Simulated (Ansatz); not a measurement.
A run of Ansatz (development build ahead of 0.2.0) on quintet MnSc at this shape:

```yaml
atoms:
  - { symbol: Sc, position_ang: [0.0000, 0.0000, 0.0000] }
  - { symbol: Mn, position_ang: [0.0000, 0.0000, 5.6856] }
```

Its results:

```yaml
Converged: yes
Total_energy: -1911.14797 hartree
Spin_squared_of_the_determinant: 7.366
Stability_test: minimum
```

Q: Which input gives this output? Name the method, the orbitals and the basis set, and write the input.

A: PBE (unrestricted) in pcseg-2.

```yaml
crystal:
  periodic: [false, false, false]
  atoms:
    - { symbol: Sc, position_ang: [0.0, 0.0, 0.0] }
    - { symbol: Mn, position_ang: [0.0, 0.0, 5.6856] }
basis:
  gaussian: { orbitals: pcseg-2 }
magnetization:
  spin_polarized: true
  initial_magnetization: 4
hamiltonian:
  xc: pbe
```

Caution: charge can spread falsely over distant fragments; other spin multiplicities were not run; the unrestricted determinant is a mixture of spin states.
